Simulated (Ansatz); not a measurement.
A structure relaxed at r2SCAN-D4/def2-TZVPD in Ansatz, charge -1, doublet:

```xyz
3

Zn   -0.121    1.365    1.517
Se   -0.503   -0.736   -1.766
Se    0.624   -0.629    0.250
```

(1) Give its formula and point group.

(2) Summarise the bond lengths by kind (pairs closer than 1.2 times the sum of covalent radii, bridged metal pairs left out).

Results:

(1) the cluster ZnSe2⁻. Point group Cs (tolerance 0.1 Å).

(2) 1 × Se–Zn 2.48 Å; 1 × Se–Se 2.31 Å. The metal has 1 neighbour: Se 2.48 Å.

The highest occupied level of the charge -1 doublet lies above zero (up to 0.09 eV). It is a level of β spin, whose loss leaves a triplet; that state wasn't run at this geometry and level. The electron is either unbound and held by the finite basis, or the level is raised by self-interaction error. The relaxation made no stability test and no search for a lower SCF solution. Another isomer (doublet) lies 1.22 eV lower at PBE0-D4/def2-TZVPD; other spin states weren't run for this one.
